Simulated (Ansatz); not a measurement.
Born–Oppenheimer molecular dynamics of Cl$_{2}$F$_{2}$H$_{3}$OTa (9 atoms, charge 0, multiplicity 1). It starts at the highest image of a converged band. Of that band: The profile has 2 maxima (images 2, 5) with wells between them (image 3): this band takes more than one step, which may be the mechanism or a detour left from its start path. Neighbouring images differ by up to 1.7 eV, so the band resolves the path poorly. A vibrational analysis at the climbing image gives one clearly imaginary mode, 1550i cm⁻¹: a first-order saddle point.

Computed with Ansatz, RHF/def2-SVP.

| Item | Value |
| --- | --- |
| ensemble | NVE (velocity Verlet) |
| time step | 0.5 fs |
| steps asked | 200 |
| starting velocities drawn for | 300 K |
| seed | 2304 |

First frame:

```xyz
9
Properties=species:S:1:pos:R:3
Ta -0.200 -0.277 -0.159
F 1.877 0.227 -0.231
O 0.089 -0.663 1.628
H 0.419 -1.024 2.434
Cl -0.089 -0.262 -2.514
F -0.525 1.540 0.015
Cl -2.259 -1.334 -0.186
H 1.104 -1.693 -0.415
H 1.749 -0.900 -0.365
```

(1) How far do the bonds stretch over the last three quarters of this one trajectory? (Pairs bonded in most of those frames.)

Answers

(1) 
```csv
bond,mean (Å),spread (Å),shortest,longest
Ta1–O3,1.869,0.058,1.79,1.95
Ta1–Cl5,2.395,0.035,2.33,2.44
Ta1–F6,1.898,0.031,1.84,1.95
Ta1–Cl7,2.305,0.032,2.26,2.35
Ta1–H8,1.735,0.038,1.67,1.80
F2–H9,0.912,0.030,0.87,0.95
O3–H4,0.945,0.007,0.93,0.96
```

Mean temperature of the second half: 902 K. The conserved energy stayed within 0.22 meV per atom of its start (net change 0.026 meV per atom), so the integration is sound. The kinetic energy rose, since the run started high on the potential surface and went downhill. It ends in pieces (Cl2FH2OTa + FH), so much of that is their flight and rotation, not heat. A run of 0.1 ps of so small a system gives no equilibrium averages. The orbitals stay closed-shell, which can raise the energy where a bond breaks towards radicals; this wasn't checked here.

Time of the run: 6.2 min on 2 threads of Arm Neoverse V2 (shared host), peak memory 0.3 GiB.
